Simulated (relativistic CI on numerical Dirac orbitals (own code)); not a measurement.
As3+: what numerical and physical settings do to a radial Dirac CI calculation

Reference input:

```
atom As  Z=33  charge=3  electrons=30
nucleus A=75  rms_radius_fm=4.0968
hamiltonian dirac-coulomb  breit=on  qed=on  c_scale=1
orbitals kli  potential=per-configuration
slater_scale 1
correlation none
mixing on
grid step=0.0125 r_max=37.3
scf mixing=0.4 start=green max_iterations=150 tolerance=2e-08 node_fill=0.05
configurations
  [Ar] 3d10 4s2
  [Ar] 3d10 4s 4p
  [Ar] 3d10 4p2
end
```

Computed lowest total energy -2255.74975 Ha, first excitation 72430.0 cm⁻¹, 36 SCF steps. Runs with settings changed; * marks those that are bad on purpose:

| Changed | Outcome | Lowest level | ΔE (Ha) | First excitation (cm⁻¹) | SCF steps | Message |
| --- | --- | --- | --- | --- | --- | --- |
| Breit term off | converged | 4s2 1S_0 | -1.05 | 72382.0 | 36 |  |
| Slater scale 0.6 | converged | 4s2 1S_0 | 0.0216 | 72436.3 | 36 |  |
| grid step 0.04 | converged | 4s2 1S_0 | 0.000288 | 72430.0 | 36 |  |
| SCF tolerance 0.0001, iteration limit 30 | converged | 4s2 1S_0 | -2.31e-06 | 72430.1 | 26 |  |
| charge 4 * | refused |  |  |  | 0 | configuration [Ar] 3d10 4s2 has 30 electrons, the ion has 29 |
| SCF tolerance 1e-14 * | converged | 4s2 1S_0 | -9e-11 | 72430.0 | 77 |  |

With so few configurations and no correlation, terms lie too far apart (by 10 to 50 % near neutrality), their order can be wrong, and levels of other configurations are missing.
